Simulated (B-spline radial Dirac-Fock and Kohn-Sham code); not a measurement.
**Neutral silver: differential elastic cross section for electrons at 91.2 eV**

These are calculated numbers from a radial finite-basis atomic code; the model is relativistic (Dirac) partial waves in the static field of the Dirac-Fock atom with Furness-McCarthy exchange, without polarisation or absorption potentials. Below a few hundred eV the neglected polarisation potential matters, most of all at small angles.

```csv
θ (°),dσ/dΩ (Å²/sr),Sherman function
5,9.44,0.000
10,7.82,0.001
15,6.13,0.003
20,4.71,0.006
25,3.51,0.011
30,2.47,0.017
35,1.57,0.026
40,0.868,0.039
45,0.386,0.063
50,0.129,0.099
55,0.0598,0.012
60,0.116,-0.086
65,0.228,-0.080
70,0.335,-0.070
75,0.399,-0.063
80,0.406,-0.059
85,0.364,-0.055
90,0.297,-0.050
95,0.229,-0.039
100,0.178,-0.019
105,0.151,0.010
110,0.141,0.036
115,0.136,0.052
120,0.122,0.062
125,0.0922,0.072
130,0.0518,0.090
135,0.0159,0.129
140,0.00701,-0.113
145,0.0473,-0.073
150,0.151,-0.037
155,0.318,-0.021
160,0.531,-0.013
165,0.758,-0.008
170,0.961,-0.005
175,1.10,-0.002
```

The total elastic cross section is 7.70 Å², the first transport cross section 3.08 Å² and the second, weighted with (3/2) sin²θ, 3.78 Å². The mean deflection is ⟨1 − cos θ⟩ = 0.400, and 15 % of the collisions scatter beyond 90°.

On this grid of angles the cross section has minima near 55°, 140°, from interference among the few low partial waves with large phase shifts.

Phase shifts modulo π (rad) for κ = −1 to −5: 1.110, -1.135, -0.785, -1.316, 0.455.
